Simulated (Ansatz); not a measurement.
One change: `FC([SiH3])B[SiH3]` becomes `F[CH]([SiH3])[GeH3]`.

Ansatz, PBE0-D4/def2-TZVP geometries, multiplicity 1. Each molecule was computed in one conformer, which needn't be the lowest.

Scalar relativity is left out up to krypton.

| property | `FC([SiH3])B[SiH3]` |
| --- | --- |
| size of the dipole moment (ωB97M-V/def2-TZVPP) / D | 1.27 |
| HOMO–LUMO gap (B3LYP/def2-TZVPP) / eV | 6.02 |
| LUMO energy (PBE0/def2-TZVPP) / eV | -1.88 |
| HOMO–LUMO gap (PBE/def2-TZVPP) / eV | 4.17 |
| size of the dipole moment (B3LYP/def2-TZVPP) / D | 1.27 |
| LUMO energy (PBE/def2-TZVPP) / eV | -2.77 |

**Question.** Give the same properties after the change, and the shifts. (Estimate.)

**Answer.** Computed: 
```
                                          property  `F[CH]([SiH3])[GeH3]`  shift
size of the dipole moment (ωB97M-V/def2-TZVPP) / D                   1.37   0.10
             HOMO–LUMO gap (B3LYP/def2-TZVPP) / eV                   7.95   1.93
                LUMO energy (PBE0/def2-TZVPP) / eV                   0.20   2.08
               HOMO–LUMO gap (PBE/def2-TZVPP) / eV                   6.19   2.02
  size of the dipole moment (B3LYP/def2-TZVPP) / D                   1.36   0.09
                 LUMO energy (PBE/def2-TZVPP) / eV                  -0.65   2.12
```

With PBE0 the HOMO rises by 0.08 eV and the LUMO rises by 2.08 eV, so the gap widens by about 2.00 eV. PBE moves the HOMO by 0.09 eV and ωB97M-V by 0.09 eV. Dipoles are sizes alone; their direction can turn.

B3LYP here is the variant with VWN-RPA as its local correlation; programs differ in this.
